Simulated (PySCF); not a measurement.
Compound: C₆H₆B₂Cl₂.
InChI=1S/C6H6B2Cl2/c7-5-2-1-3-6(4-5)8(9)10/h1-4H,7H2

Computed with PySCF at wB97X-D/def2-SVPD, non-relativistic, on one gas-phase PBE0-D3(BJ)/def2-SVP geometry that isn't relaxed in the solvent. The solvent is an IEF-PCM continuum (van der Waals radii × 1.2), and excitations are vertical TDDFT with non-equilibrium linear response and a frozen core. Only the electrostatic response of the medium enters.

Gas-phase singlets (H = HOMO, L = LUMO):

```
state  E (eV)  λ (nm)      f  leading configuration
   S1   4.676     265  0.030                H→L 66%
   S2   5.186     239  0.125              H-1→L 63%
   S3   5.603     221  0.002              H-3→L 55%
   S4   5.612     221  0.744            H-1→L+1 69%
   S5   5.646     220  0.000              H-4→L 46%
```

**Question.** Give the list for chloroform (ε = 4.711), n² = 2.09.

**Answer.** 
| state | E (eV) | λ (nm) | f | leading configuration | change by rank (eV) |
| --- | --- | --- | --- | --- | --- |
| S1 | 4.642 | 267 | 0.056 | H→L 72% | -0.034 |
| S2 | 5.099 | 243 | 0.191 | H-1→L 68% | -0.087 |
| S3 | 5.423 | 229 | 0.861 | H-1→L+1 77% | -0.180 |
| S4 | 5.615 | 221 | 0.000 | H-3→L 52% | +0.003 |
| S5 | 5.653 | 219 | 0.001 | H-4→L 42% | +0.007 |

**Question.** What are the lowest 5 singlets in dichloromethane (ε = 8.93)?

**Answer.** 
```csv
state,E (eV),λ (nm),f,leading configuration,change by rank (eV)
S1,4.641,267,0.054,H→L 72%,-0.035
S2,5.099,243,0.190,H-1→L 68%,-0.087
S3,5.424,229,0.856,H-1→L+1 78%,-0.179
S4,5.617,221,0.000,H-3→L 49%,+0.005
S5,5.655,219,0.125,H→L+1 65%,+0.009
```

**Question.** The ground-state energy changes by -0.085 eV from gas to dichloromethane. By how much does the total energy of gas-phase S1 change?

**Answer.** E(S1) = E(S0) + excitation energy, so it changes by -0.085 − 0.035 = -0.120 eV: it is lowered more than the ground state, which is what a red shift means. This is the vertical state, with the slow part of the continuum still set for S0.

**Question.** How do the frontier levels move from gas to dichloromethane?

**Answer.** 
| orbital | gas (eV) | solvent (eV) | change (eV) |
| --- | --- | --- | --- |
| LUMO+2 | 1.48 | 1.52 | +0.04 |
| LUMO+1 | -0.33 | -0.23 | +0.10 |
| LUMO | -0.78 | -0.66 | +0.12 |
| HOMO | -9.75 | -9.61 | +0.14 |
| HOMO-1 | -9.87 | -9.74 | +0.13 |
| HOMO-2 | -10.96 | -10.96 | 0.00 |
| HOMO-3 | -11.09 | -11.02 | +0.07 |

The HOMO–LUMO gap goes from 8.98 to 8.95 eV.

Shape of the structure used: `[BH2:1][c:2]1[cH:3][cH:4][cH:5][c:6]([B:7]([Cl:8])[Cl:9])[cH:10]1`: C5–C6–B7–Cl8 -1°.

The pairwise dispersion term of wB97X-D wasn't added to the energies; at a given geometry it leaves orbitals and properties as they are.
